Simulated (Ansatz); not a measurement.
The inner images of a band of FGeH₃O (6 atoms, charge 0, multiplicity 1) are given out of order.

Level of theory: RKS PBE-D4/def2-SVP in Ansatz.

First end point:

```xyz
6
Properties=species:S:1:pos:R:3
Ge 0.360 -0.068 0.059
O 0.664 -0.072 1.817
H -0.159 -0.214 2.321
H 1.748 0.085 -0.592
F -0.592 1.362 -0.327
H -0.510 -1.270 -0.395
```

Last end point:

```xyz
6
Properties=species:S:1:pos:R:3
Ge 0.017 0.069 -0.832
O 1.014 0.165 1.226
H 0.498 -0.459 1.774
H 1.913 -0.214 1.178
F -1.082 1.395 -0.350
H -0.848 -1.132 -0.113
```

Question: Put them in order from the first end to the last, with their energies above the first end.
A.
```xyz
6
Properties=species:S:1:pos:R:3
Ge 0.203 -0.017 -0.109
O 0.535 0.231 1.691
H 0.559 -0.630 2.146
H 1.715 -0.005 0.177
F -0.673 1.414 -0.644
H -0.827 -1.168 -0.377
```
B.
```xyz
6
Properties=species:S:1:pos:R:3
Ge 0.050 -0.009 -0.768
O 0.902 0.133 1.339
H 0.686 -0.648 1.889
H 1.843 0.026 1.099
F -0.971 1.434 -0.509
H -0.998 -1.112 -0.166
```
C.
```xyz
6
Properties=species:S:1:pos:R:3
Ge 0.281 -0.011 0.074
O 0.304 0.241 1.842
H 0.307 -0.608 2.320
H 1.732 -0.006 -0.463
F -0.502 1.425 -0.552
H -0.609 -1.216 -0.338
```
D.
```xyz
6
Properties=species:S:1:pos:R:3
Ge 0.143 -0.026 -0.598
O 0.862 0.189 1.495
H 0.724 -0.633 2.018
H 1.600 0.025 0.811
F -0.865 1.435 -0.568
H -0.952 -1.165 -0.274
```
E.
```xyz
6
Properties=species:S:1:pos:R:3
Ge 0.217 -0.014 0.034
O 0.320 0.245 1.799
H 0.539 -0.609 2.215
H 1.748 -0.035 -0.145
F -0.571 1.405 -0.630
H -0.741 -1.168 -0.389
```
F.
```xyz
6
Properties=species:S:1:pos:R:3
Ge 0.332 -0.020 0.069
O 0.542 0.130 1.835
H -0.011 -0.504 2.324
H 1.738 0.055 -0.559
F -0.538 1.404 -0.483
H -0.552 -1.240 -0.304
```
G.
```xyz
6
Properties=species:S:1:pos:R:3
Ge 0.197 -0.026 -0.335
O 0.721 0.206 1.594
H 0.621 -0.626 2.106
H 1.618 0.020 0.471
F -0.763 1.428 -0.619
H -0.882 -1.178 -0.335
```

Answer: F (+0.05 eV), C (+0.12 eV), E (+0.38 eV), A (+1.39 eV), G (+2.23 eV), D (+1.24 eV), B (+0.90 eV).

Run time: 2.1 min on 1 thread of Arm Neoverse V1, with other jobs on the host, peak memory 0.13 GiB.
